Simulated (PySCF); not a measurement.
An unknown gives this computed stick spectrum. Computed, not measured: PySCF 2.14.0, density-fitted response routines, TDDFT CAM-B3LYP/def2-SVPD, vertical, gas phase, core orbitals frozen in the response. Geometries: PBE0-D3(BJ)/def2-SVP, one conformer each. Relativistic effects are left out although some hold elements past zinc.

```csv
state,E (eV),f,"main configurations (H = HOMO, L = LUMO)"
S1,7.09,0.0020,"H→L+1 (30%), H→L (28%), H→L+2 (18%)"
S2,7.46,0.014,"H→L (56%), H→L+3 (14%), H→L+2 (11%)"
S3,7.79,0.0009,"H→L+1 (54%), H→L+2 (28%)"
S4,7.85,0.029,"H-1→L (39%), H-1→L+1 (23%), H-1→L+2 (13%)"
S5,7.98,0.095,"H→L+2 (27%), H→L+3 (27%)"
S6,8.20,0.069,"H-1→L (35%), H-2→L (14%), H→L+3 (10%)"
S7,8.34,0.020,"H→L+4 (62%), H→L+3 (16%)"
S8,8.46,0.082,"H-1→L+1 (32%), H-1→L+2 (26%), H-2→L (11%)"
S9,8.65,0.033,"H-1→L+2 (23%), H-2→L (16%), H-1→L+3 (12%)"
S10,8.78,0.056,"H-2→L+2 (22%), H-1→L+3 (12%), H-2→L (12%)"
S11,8.83,0.021,"H→L+5 (20%), H→L+6 (14%), H-3→L+1 (13%)"
S12,8.84,0.0083,"H-2→L+1 (30%), H-2→L (18%), H-1→L (15%)"
S13,8.96,0.0036,"H→L+5 (30%), H-3→L+1 (18%), H→L+7 (10%)"
S14,8.98,0.108,"H-1→L+4 (28%), H-1→L+3 (25%), H-2→L+1 (12%)"
S15,9.02,0.020,H-3→L (55%)
```

Triplets computed (Tamm–Dancoff): 6.77, 7.23, 7.51, 7.60 eV.

Orbital energies (eV): HOMO-3 -10.52, HOMO-2 -10.24, HOMO-1 -9.57, HOMO -8.88, LUMO 1.15, LUMO+1 1.60, LUMO+2 1.81.

Question: Which candidate is it? All have the formula C3H10GeO.
A. `CC(C)[O][GeH3]`
B. `[GeH3][O]C(C)C`
C. `[H][Ge]([CH3])([CH3])[O]C`

Answer: C. Its S1, at 7.09 eV, is the highest among the candidates; the nearest of the others has S1 at 6.75 eV. S1 is HOMO→LUMO+1 (30%), HOMO→LUMO (28%), HOMO→LUMO+2 (18%). Löwdin shares by element: HOMO oxygen 55%, carbon 19% or more, germanium 8% (atoms not listed hold the other 18%); LUMO germanium 30%, carbon 22% or more, hydrogen 8% or more (atoms not listed hold the other 39%). At the same level the other candidates give, for their lowest levels:
- `[H][Ge]([H])([H])[O]C(C)C`: 6.75 eV (f 0.004); 7.33 eV (f 0.025); 7.61 eV (f 0.054); 8.02 eV (f 0.009); 8.11 eV (f 0.024); T1 6.37 eV; HOMO -9.11, LUMO 0.97 eV
- `CC(C)[O][GeH3]`: 6.64 eV (f 0.006); 7.29 eV (f 0.026); 7.59 eV (f 0.035); 7.95 eV (f 0.000); 8.16 eV (f 0.015); T1 6.28 eV; HOMO -9.07, LUMO 0.96 eV
